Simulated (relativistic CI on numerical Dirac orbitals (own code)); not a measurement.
## What each ingredient does to the levels of Ir⁵⁹⁺

Base calculation: Dirac-Coulomb-Breit CI, separate exchange-only KLI orbitals for each configuration, model QED (radiative potential, 1s self-energy scaled to tabulated hydrogen-like ionisation energies), unscaled Slater integrals.

Configurations in the expansion (outside the closed core [Ne]): 3s2.3p6, 3s2.3p5.3d, 3s.3p6.3d, 3s2.3p5.4s, 3s2.3p5.4p, 3s2.3p5.4d, 3s.3p6.4s, 3s2.3p5.4f, 3p6.3d2, 3p5.3d3, 3p5.3d2.4s, 3p5.3d2.4p, 3p5.3d2.4d, 3p6.3d.4s, 3p5.3d.4s2, 3p5.3d.4s.4p, 3p5.3d.4s.4d. Double excitations out of closed p, d and f shells are left out; levels of such configurations are missing from the list, as are those of other unlisted configurations, and high levels can miss mixing partners. These lack a partner that the ground configuration has and come out too high: 3s2.3p5.4f.

Variants: (1) valence Slater integrals scaled by 0.9; (2) non-relativistic limit; (3) one mean potential for all configurations. Shifts of the energy above 3s2.3p6 1S_0, in eV, for the lowest level and the first level of each name with at least 55 % of one term (blank where a level changes its place among those of its configuration and J or its character, or is not in the variant):

```tsv
Level	Base	Δ(1)	Δ(2)	Δ(3)
3s2.3p6 1S_0	0.00	0.00	0.00	0.00
3s2.3p5.3d 3P°_0	249.78	+2.17	-15.21	-0.17
3s2.3p5.3d 3P°_1	262.06	+1.13	-27.49	-0.17
3s2.3p5.3d 3F°_3	266.05	+0.43	-21.89	-0.17
3s2.3p5.3d 3F°_4	352.65	+1.00	-108.48	-0.17
3s2.3p5.3d 3D°_3	370.49	-0.72		-0.17
3s2.3p5.3d 3F°_2	679.87	+0.77		-0.17
3s.3p6.3d 3D_1	914.38	+0.56	-471.59	+0.04
3s.3p6.3d 3D_2	921.66	-0.10	-478.86	+0.04
3s.3p6.3d 3D_3	1008.54	+0.58	-565.75	+0.02
3s.3p6.3d 1D_2	1023.53	-0.98	-562.05	+0.02
3p6.3d2 3F_2	1846.76	+0.56	-947.93	+0.08
3p6.3d2 3P_0	1872.97	-1.84	-958.36	+0.14
3p6.3d2 3F_3	1936.72	+0.95	-1037.89	+0.02
```

At this charge energies of transitions that change n are usually good to better than 1 %, and those within a shell (Δn = 0) to a few per cent.

Ionisation energy from the two ground configurations alone: base 6314.13 eV. The NIST ASD value (theoretical) is 6315 eV.

LS names give the leading component of a level, which can be under half, so a name can repeat, a term be missing and a line seem to break the LS rules.
